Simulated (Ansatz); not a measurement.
`[CH3][Sn]([F])([F])[SH]` + H₂ → `[CH3][SnH]([F])[SH]` + H–F  (hydrogenolysis of the Sn–F bond)

Computed with Ansatz on PBE0-D4/def2-TZVP structures; ΔE is electronic, products minus reactants. CCSD(T)/CBS adds triple-zeta CCSD(T) − MP2 to the extrapolated MP2 energy (def2 sets, frozen cores). This one scheme is used for every species. def2 core potentials past Kr. For Sn outer-core shells are correlated without core-valence functions, which leaves a few kJ/mol of doubt a bond. Each species was taken in one conformer, which may not be the lowest.

```tsv
species	CCSD(T)/CBS(def2) energy (Eh)
`[CH3][Sn]([F])([F])[SH]`	-851.95646
H₂	-1.17544
`[CH3][SnH]([F])[SH]`	-752.71910
H–F	-100.39570
```

Question: Work out ΔE.

Answer: ΔE = (-752.71910) + (-100.39570) − (-851.95646) − (-1.17544) = 0.01710 Eh = +44.9 kJ/mol.

Largest T1 diagnostic among the species: 0.013.

From BLYP to BHLYP (50 % exact exchange), in def2-TZVPP and without D4, ΔE moves by −14.2 kJ/mol. Leaving LDA and LC-ωPBE aside and taking each functional with its dispersion term where it has one, the values, not all of them listed here, spread over 21.7 kJ/mol, from PBE-QIDH to BLYP-D4. LDA lies −11.4 kJ/mol from PBE without D4.
